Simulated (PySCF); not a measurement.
PySCF input file for Si(OSiH3)2(NHSiH3)(Me) (CH13NO2Si4), SMILES O([Si](O[SiH3])(C)N[SiH3])[SiH3], PBE/pcSseg-1. Geometry: B3LYP-D3(BJ)/def2-SVP. The values are those of a single conformer.

```python
import numpy as np
from pyscf import gto, scf, dft
from pyscf.prop.nmr import rks as nmr

mol = gto.M(
    atom='''
    C     1.46057130    0.22786322   -1.95374085
    Si    0.46864421    0.22667881   -0.38557493
    N     1.15172236   -0.74586126    0.87595579
    Si    1.68721343   -2.40424172    0.82742565
    O     0.34591972    1.75425143    0.25388308
    Si   -0.76029040    2.99687515    0.29682111
    O    -1.06823802   -0.29975387   -0.75925024
    Si   -2.23598468   -1.19441825    0.02170275
    H     0.94674529    0.80897080   -2.73535780
    H     1.59600922   -0.79860676   -2.32976799
    H     2.45513626    0.66865025   -1.78474013
    H     1.25149003   -0.25213114    1.76105578
    H     1.36756990   -2.91967773   -0.53340286
    H     3.15675630   -2.53854067    1.06345132
    H     0.99153110   -3.24209095    1.84889701
    H    -2.02801518    2.55026513    0.94305095
    H    -0.16839886    4.10824667    1.08909325
    H    -1.06283128    3.47968364   -1.08173904
    H    -3.45276035   -1.20937045   -0.83350946
    H    -2.56979069   -0.59254499    1.34543218
    H    -1.76453562   -2.59350016    0.23598451
    ''',
    basis='pcSseg-1',
    charge=0,
    spin=0,
    max_memory=1600,
    verbose=3,
)
mf = dft.RKS(mol, xc='pbe').density_fit(auxbasis='def2-universal-jkfit')
mf.grids.level = 3
mf.conv_tol = 1e-10
mf.max_cycle = 100
mf.kernel()
n = nmr.NMR(mf)
n.verbose = 2
n.max_cycle_cphf = 60
sigma = n.kernel()
print('atom   isotropic/ppm   span/ppm')
for i, s in enumerate(sigma):
    w = np.linalg.eigvalsh((s + s.T) / 2)
    print(f'{mol.atom_symbol(i):2s}{i + 1:3d} {w.mean():14.3f} {w[2] - w[0]:11.3f}')
```

It prints:

```
converged SCF energy = -1408.35839721347
atom   isotropic/ppm   span/ppm
C   1        182.527      14.808
Si  2        363.555      60.214
N   3        232.999      70.548
Si  4        394.732     112.783
O   5        274.160      78.018
Si  6        375.274     129.077
O   7        260.043      77.716
Si  8        375.979     126.455
H   9         30.900      10.846
H  10         30.845      10.055
H  11         31.163      10.505
H  12         31.008      18.374
H  13         26.545       6.792
H  14         26.390       9.999
H  15         26.314       9.375
H  16         25.875       8.506
H  17         26.156       8.817
H  18         25.966       8.604
H  19         26.138       8.640
H  20         25.891       8.173
H  21         25.977       8.226
```

The run converged.

Cost: around 4 core-minutes (rough).
